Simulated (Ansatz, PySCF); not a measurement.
ClTl, charge -1, doublet, at a GFN2-xTB geometry (such geometries of metal compounds can be far from the true shape) (a state made from the parent by changing its charge; the spin is typed, not shown lowest) (core potentials on Tl). Base run: HF/def2-SVPD in PySCF.

Input for PySCF:
```python
from pyscf import gto, scf

mol = gto.M(
    atom='''
Tl   -0.00000000   -0.00000000   -0.47641043
Cl    0.00000000    0.00000000    2.26995558
''',
    basis='def2-svpd',
    ecp={'Tl': 'def2-svpd'},
    charge=-1,
    spin=1,
    verbose=4,
)

mf = scf.UHF(mol)
mf.kernel()
```

The same geometry, method and basis name were run in Ansatz (a quantum-chemistry and plane-wave program) and PySCF, at each program's defaults and at the settings that a row names. The base is PySCF at its defaults. Differences at the defaults can come from grids, fitting, cores and function types together.

| code and settings | ΔE vs base (mEh) | basis functions | E (Eh) | SCF cycles |
|---|---|---|---|---|
| PySCF, defaults (exact integrals, spherical functions) | 0.000 | 59 | -630.96111 | 12 |
| Ansatz, defaults (factorised integrals, spherical functions) | 0.002 | 59 | -630.96111 | - |
| PySCF, density fitting with def2-universal-jkfit | 0.054 | 59 | -630.96106 | 12 |
| Ansatz, high accuracy | 0.000 | 59 | -630.96111 | - |

Open shells are given as the SCF converged; they aren't shown to be the lowest states, and a large step between rows can be another state.
